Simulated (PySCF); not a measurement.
Run record: excited-state job, `C[O][Al]([O]C)[O]C`.

Method: TDDFT B3LYP/def2-SVPD, vertical, gas phase, core orbitals frozen in the response (PySCF 2.14.0, density-fitted response routines). Geometry: GFN2-xTB. A driver script takes a list of jobs; this job's settings line and coordinates (Å) are shown.

Input:
```
{"job": {"kind": "uv", "xc": "B3LYP", "basis": "def2-SVPD", "nstates": 8, "ntriplets": 3}, "charge": 0, "multiplicity": 1}
C      2.778920    -1.017490     0.145128
O      1.647536    -0.196192     0.175469
Al     0.001711    -0.001845     0.204485
O     -0.990890    -1.329818     0.203455
C     -2.271430    -1.891971     0.212707
O     -0.653018     1.520759     0.235720
C     -0.509142     2.911653     0.252125
H      3.403364    -0.798488     1.015848
H      3.348467    -0.812499    -0.765728
H      2.508613    -2.074770     0.160891
H     -2.416459    -2.475790    -0.700701
H     -3.046202    -1.125194     0.267884
H     -2.367292    -2.553086     1.078421
H     -0.977005     3.311399     1.156249
H      0.541620     3.206281     0.238865
H     -1.006393     3.335994    -0.624745
```

Output:
```
coarse grid: 13720 points
cycle   1  E = -587.2798824650  dE =  6.999e-01  |g| = 1.225e+00  |ddm| = 6.362e+00
cycle   2  E = -586.5965344644  dE =  6.833e-01  |g| = 2.222e+00  |ddm| = 6.224e+00
cycle   3  E = -587.5642595625  dE = -9.677e-01  |g| = 8.086e-02  |ddm| = 4.281e+00
cycle   4  E = -587.5654068401  dE = -1.147e-03  |g| = 3.026e-02  |ddm| = 1.999e-01
cycle   5  E = -587.5656118108  dE = -2.050e-04  |g| = 1.078e-02  |ddm| = 5.491e-02
cycle   6  E = -587.5656386827  dE = -2.687e-05  |g| = 5.831e-04  |ddm| = 2.341e-02
cycle   7  E = -587.5656387457  dE = -6.299e-08  |g| = 3.297e-04  |ddm| = 1.961e-03
final grid: 127488 points
cycle   8  E = -587.6768204087  dE = -4.041e-05  |g| = 6.747e-03  |ddm| = 1.232e-01
cycle   9  E = -587.6768127194  dE =  7.689e-06  |g| = 9.385e-03  |ddm| = 2.666e-02
cycle  10  E = -587.6768298565  dE = -1.714e-05  |g| = 1.141e-03  |ddm| = 1.633e-02
cycle  11  E = -587.6768301343  dE = -2.778e-07  |g| = 1.768e-04  |ddm| = 1.743e-03
cycle  12  E = -587.6768301409  dE = -6.612e-09  |g| = 6.082e-05  |ddm| = 4.039e-04
cycle  13  E = -587.6768301415  dE = -6.042e-10  |g| = 3.527e-05  |ddm| = 1.385e-04
cycle  14  E = -587.6768301417  dE = -2.327e-10  |g| = 4.618e-06  |ddm| = 4.909e-05
converged SCF energy = -587.6768301417

Static polarisability (au): isotropic 72.256, principal 60.332 78.185 78.250

Singlet excitations
state   eV       nm        f      main configurations
  1   6.0069    206.4   0.00000   H->L 0.98
  2   6.0326    205.5   0.00000   H-1->L 0.98
  3   6.0339    205.5   0.00000   H-2->L 0.98
  4   6.4680    191.7   0.01050   H-3->L 0.97
  5   6.4694    191.6   0.01050   H-4->L 0.97
  6   6.8642    180.6   0.03559   H-5->L 0.96
  7   7.3193    169.4   0.00481   H->L+2 0.38, H->L+4 0.35, H->L+3 0.25
  8   7.5514    164.2   0.00001   H-1->L+1 0.47, H-2->L+1 0.19, H-1->L+3 0.10

Triplet excitations (Tamm-Dancoff, eV): 5.8375 5.8603 5.8616
```

The SCF starts on a coarse grid where the log names one; the energy can jump when the final grid takes over, and dE then counts from the start density on the new grid. H and L stand for HOMO and LUMO; the number after each pair is its weight.

Question: Give the mean polarisability as a volume in Å³, and the ratio of the largest to the smallest principal value.

Answer: 72.256 au × 0.148185 = 10.71 Å³; 78.250/60.332 = 1.30.

Main results: HOMO -7.58 eV, LUMO -0.57 eV; lowest singlet 6.01 eV; lowest triplet 5.84 eV (Tamm–Dancoff); mean polarisability 72.3 au.

Time: 29 s wall. Hardware: one thread of an x86-64 server, no GPU, shared host.

One conformer stands for the species.
Labels such as C1 count atoms from 1, the log's own numbers from 0.
